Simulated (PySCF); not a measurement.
SbF4, SMILES [F][Sb]([F])([F])[F], multiplicity 2.

The structure is a stationary point at B3LYP-D3(BJ)/def2-SVP. The spin state was assumed, not searched. The isomer is the one that the SMILES or the coordinates give; other isomers of the formula were not compared. The def2 effective core potentials stand for the cores of Sb; spin–orbit coupling is left out.

The numbers are results of C-PCM-ωB97X/def2-SVP in PySCF, not measurements.

The values are the electrostatic part of the solvation free energy, E(continuum) − E(gas) at the gas-phase geometry, in a cavity of scaled van der Waals radii (PySCF's table); cavitation and dispersion terms are not included. A continuum can't describe solvent molecules that bind to the metal. The dipole moment in vacuum is 2.36 D.

```
solvent            ε  ΔG(elec) (kcal/mol)  dipole (D)
-------------  -----  -------------------  ----------
water          78.36                 -7.5        2.85
chlorobenzene   5.70                 -6.1        2.76
diethylether    4.24                  [?]         [?]
```

Q: What belongs in the gaps? (Estimate from the structure and the level; the computed values follow.)

A: 
- diethylether, ΔG(elec) (kcal/mol): -5.6
- diethylether, dipole (D): 2.73
